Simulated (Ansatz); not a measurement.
Ansatz (a first-principles code) input (HF/3-21G): The .json file is the Basis Set Exchange's 3-21G.

Ansatz 0.2 input:
```yaml
crystal:
  periodic: [false, false, false]
  atoms:
    - {symbol: N, position_ang: [-1.19171300, -0.75422000, 0.09006400]}
    - {symbol: B, position_ang: [-0.00916100, 0.18464700, 0.02655500]}
    - {symbol: N, position_ang: [1.25786900, -0.57920200, -0.28183400]}
    - {symbol: O, position_ang: [-0.07269900, 1.46529800, 0.21073600]}
    - {symbol: H, position_ang: [-2.06484000, -0.25215400, 0.00284800]}
    - {symbol: H, position_ang: [-1.17973100, -1.52116900, -0.57165800]}
    - {symbol: H, position_ang: [1.32955400, -1.49864300, 0.13735600]}
    - {symbol: H, position_ang: [2.07931900, -0.03969200, -0.04482000]}
basis:
  gaussian:
    orbitals: 3-21G.json
hamiltonian:
  xc: {name: HF}
total_charge: -1
relax: {f_tol: 0.003, max_steps: 120}
```

Output:

```
Functional definition: HF
integrals: 0.01 GiB planned
596 factors; integrals over basis functions are off by at most 3.0e-4 eV
mean field: 0.08 GiB planned
mean field evaluation 1: about -5703.2585 eV, gradient 3.3e1 eV
mean field evaluation 2: about -5703.2596 eV, gradient 3.3e1 eV
mean field evaluation 4: about -5705.9737 eV, gradient 3.0e0 eV
mean field evaluation 8: about -5706.0093 eV, gradient 1.7e-2 eV
mean field -5706.00909794 eV, -209.6919666775 hartree, gradient 2.5e-5 eV, S^2 0.000000; 0 other end points of the search recorded, 0 dependent functions left out
the calculation of the forces begins
reference -5706.00909794 eV, -209.6919666775 hartree; 16, 16 occupied and 28, 28 virtual orbitals, 596 factors
relax step   1: F+E_penalty+E_count = -5706.00909794 eV  Δ(F+E_penalty+E_count) = +0.000e0 eV  max|allowed force component| = 4.825e-1 eV/Å  Δτ_max = 0.0000 Å  (27 SCF iters, accepted)
these checks for a lower state are left out or cut short: starts, cluster_reference, orbital_swaps, neighbouring_geometries, increment
integrals: 0.01 GiB planned
596 factors; integrals over basis functions are off by at most 3.0e-4 eV
mean field: 0.08 GiB planned
mean field evaluation 16: about -5706.0407 eV, gradient 1.4e-5 eV
mean field -5706.04073122 eV, -209.6931291789 hartree, gradient 2.6e-5 eV, S^2 0.000000; 0 other end points of the search recorded, 0 dependent functions left out
the calculation of the forces begins
reference -5706.04073122 eV, -209.6931291789 hartree; 16, 16 occupied and 28, 28 virtual orbitals, 596 factors
relax step   2: F+E_penalty+E_count = -5706.04073122 eV  Δ(F+E_penalty+E_count) = -3.163e-2 eV  max|allowed force component| = 2.778e-1 eV/Å  Δτ_max = 0.0382 Å  (25 SCF iters, accepted)
these checks for a lower state are left out or cut short: starts, cluster_reference, orbital_swaps, neighbouring_geometries, increment
integrals: 0.01 GiB planned
596 factors; integrals over basis functions are off by at most 3.0e-4 eV
mean field: 0.08 GiB planned
mean field -5706.05375350 eV, -209.6936077388 hartree, gradient 2.8e-5 eV, S^2 0.000000; 0 other end points of the search recorded, 0 dependent functions left out
the calculation of the forces begins
reference -5706.05375350 eV, -209.6936077388 hartree; 16, 16 occupied and 28, 28 virtual orbitals, 596 factors
relax step   3: F+E_penalty+E_count = -5706.05375350 eV  Δ(F+E_penalty+E_count) = -1.302e-2 eV  max|allowed force component| = 9.971e-2 eV/Å  Δτ_max = 0.0332 Å  (25 SCF iters, accepted)
these checks for a lower state are left out or cut short: starts, cluster_reference, orbital_swaps, neighbouring_geometries, increment
integrals: 0.01 GiB planned
596 factors; integrals over basis functions are off by at most 3.1e-4 eV
mean field: 0.08 GiB planned
mean field -5706.05314769 eV, -209.6935854760 hartree, gradient 3.3e-5 eV, S^2 0.000000; 0 other end points of the search recorded, 0 dependent functions left out
the calculation of the forces begins
reference -5706.05314769 eV, -209.6935854760 hartree; 16, 16 occupied and 28, 28 virtual orbitals, 596 factors
relax step   4: F+E_penalty+E_count = -5706.05314769 eV  Δ(F+E_penalty+E_count) = +6.058e-4 eV  max|allowed force component| = 5.562e-1 eV/Å  Δτ_max = 0.0121 Å  (25 SCF iters, rejected (line search))
these checks for a lower state are left out or cut short: starts, cluster_reference, orbital_swaps, neighbouring_geometries, increment
integrals: 0.01 GiB planned
596 factors; integrals over basis functions are off by at most 3.1e-4 eV
mean field: 0.08 GiB planned
mean field evaluation 32: about -5706.0528 eV, gradient 1.1e-3 eV
mean field -5706.05500008 eV, -209.6936535500 hartree, gradient 2.9e-5 eV, S^2 0.000000; 0 other end points of the search recorded, 0 dependent functions left out
the calculation of the forces begins
reference -5706.05500008 eV, -209.6936535500 hartree; 16, 16 occupied and 28, 28 virtual orbitals, 596 factors
relax step   5: F+E_penalty+E_count = -5706.05500008 eV  Δ(F+E_penalty+E_count) = -1.247e-3 eV  max|allowed force component| = 4.154e-2 eV/Å  Δτ_max = 0.0059 Å  (25 SCF iters, accepted)
these checks for a lower state are left out or cut short: starts, cluster_reference, orbital_swaps, neighbouring_geometries, increment
integrals: 0.01 GiB planned
596 factors; integrals over basis functions are off by at most 3.1e-4 eV
mean field: 0.08 GiB planned
mean field -5706.05613234 eV, -209.6936951596 hartree, gradient 2.5e-5 eV, S^2 0.000000; 0 other end points of the search recorded, 0 dependent functions left out
the calculation of the forces begins
reference -5706.05613234 eV, -209.6936951596 hartree; 16, 16 occupied and 28, 28 virtual orbitals, 596 factors
relax step   6: F+E_penalty+E_count = -5706.05613234 eV  Δ(F+E_penalty+E_count) = -1.132e-3 eV  max|allowed force component| = 7.124e-2 eV/Å  Δτ_max = 0.0401 Å  (25 SCF iters, accepted)
these checks for a lower state are left out or cut short: starts, cluster_reference, orbital_swaps, neighbouring_geometries, increment
integrals: 0.01 GiB planned
596 factors; integrals over basis functions are off by at most 3.1e-4 eV
mean field: 0.08 GiB planned
mean field -5706.05636371 eV, -209.6937036623 hartree, gradient 2.8e-5 eV, S^2 0.000000; 0 other end points of the search recorded, 0 dependent functions left out
the calculation of the forces begins
reference -5706.05636371 eV, -209.6937036623 hartree; 16, 16 occupied and 28, 28 virtual orbitals, 596 factors
relax step   7: F+E_penalty+E_count = -5706.05636371 eV  Δ(F+E_penalty+E_count) = -2.314e-4 eV  max|allowed force component| = 1.836e-2 eV/Å  Δτ_max = 0.0040 Å  (24 SCF iters, accepted)
these checks for a lower state are left out or cut short: starts, cluster_reference, orbital_swaps, neighbouring_geometries, increment
integrals: 0.01 GiB planned
596 factors; integrals over basis functions are off by at most 3.1e-4 eV
mean field: 0.08 GiB planned
mean field -5706.05638520 eV, -209.6937044522 hartree, gradient 2.7e-5 eV, S^2 0.000000; 0 other end points of the search recorded, 0 dependent functions left out
the calculation of the forces begins
reference -5706.05638520 eV, -209.6937044522 hartree; 16, 16 occupied and 28, 28 virtual orbitals, 596 factors
relax step   8: F+E_penalty+E_count = -5706.05638520 eV  Δ(F+E_penalty+E_count) = -2.150e-5 eV  max|allowed force component| = 7.901e-3 eV/Å  Δτ_max = 0.0028 Å  (26 SCF iters, accepted)
these checks for a lower state are left out or cut short: starts, cluster_reference, orbital_swaps, neighbouring_geometries, increment
integrals: 0.01 GiB planned
596 factors; integrals over basis functions are off by at most 3.1e-4 eV
mean field: 0.08 GiB planned
mean field -5706.05638577 eV, -209.6937044730 hartree, gradient 1.7e-5 eV, S^2 0.000000; 0 other end points of the search recorded, 0 dependent functions left out
the calculation of the forces begins
reference -5706.05638577 eV, -209.6937044730 hartree; 16, 16 occupied and 28, 28 virtual orbitals, 596 factors
relax step   9: F+E_penalty+E_count = -5706.05638577 eV  Δ(F+E_penalty+E_count) = -5.650e-7 eV  max|allowed force component| = 4.899e-3 eV/Å  Δτ_max = 0.0004 Å  (18 SCF iters, accepted)
these checks for a lower state are left out or cut short: starts, cluster_reference, orbital_swaps, neighbouring_geometries, increment
integrals: 0.01 GiB planned
596 factors; integrals over basis functions are off by at most 3.1e-4 eV
mean field: 0.08 GiB planned
mean field evaluation 64: about -5706.0564 eV, gradient 2.6e-5 eV
mean field -5706.05638646 eV, -209.6937044986 hartree, gradient 2.6e-5 eV, S^2 0.000000; 0 other end points of the search recorded, 0 dependent functions left out
the calculation of the forces begins
reference -5706.05638646 eV, -209.6937044986 hartree; 16, 16 occupied and 28, 28 virtual orbitals, 596 factors
relax step  10: F+E_penalty+E_count = -5706.05638646 eV  Δ(F+E_penalty+E_count) = -6.970e-7 eV  max|allowed force component| = 1.323e-3 eV/Å  Δτ_max = 0.0001 Å  (17 SCF iters, accepted)
integrals: 0.01 GiB planned
596 factors; integrals over basis functions are off by at most 3.1e-4 eV
mean field: 0.08 GiB planned
mean field -5706.05638646 eV, -209.6937044986 hartree, gradient 2.6e-5 eV, S^2 0.000000; 1 other end points of the search recorded, 0 dependent functions left out
the calculation of the forces begins
reference -5706.05638646 eV, -209.6937044986 hartree; 16, 16 occupied and 28, 28 virtual orbitals, 596 factors
Total energy: -5706.05638646 eV, -209.6937044986 hartree
Atom 0 at    -1.188769    -0.721641     0.028011 Å, force    -0.000597     0.000050     0.000139 eV/Å
Atom 1 at    -0.011416     0.230093     0.033091 Å, force     0.000012    -0.000232    -0.000033 eV/Å
Atom 2 at     1.252645    -0.565827    -0.213172 Å, force     0.000587     0.000144    -0.000111 eV/Å
Atom 3 at    -0.075213     1.515976     0.218024 Å, force    -0.000066     0.001323     0.000190 eV/Å
Atom 4 at    -2.100605    -0.301613     0.019078 Å, force     0.000749    -0.000299    -0.000041 eV/Å
Atom 5 at    -1.147768    -1.551728    -0.538196 Å, force    -0.000071    -0.000295    -0.000166 eV/Å
Atom 6 at     1.300241    -1.521512     0.096210 Å, force     0.000102    -0.000321     0.000077 eV/Å
Atom 7 at     2.119483    -0.078882    -0.073798 Å, force    -0.000716    -0.000370    -0.000055 eV/Å
Dipole moment:     0.045471    -0.916513    -0.131811 e Å
```

The dipole moment of an ion depends on the origin.

The geometry given is a B3LYP-D3(BJ)/def2-TZVP minimum.
